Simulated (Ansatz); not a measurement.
Species: H2BCl, SMILES `ClB` (charge 0, multiplicity 1), formula H2BCl.

Problem. How many basis functions does frozen-core CCSD(T)/cc-pVTZ // r2SCAN-D4/def2-TZVP (Ansatz, a first-principles code) use, how many core orbitals are frozen, and how many electrons are correlated?

Solution. 92 basis functions and 6 frozen orbitals, which leaves 12 correlated electrons. Core time is of the order of seconds.
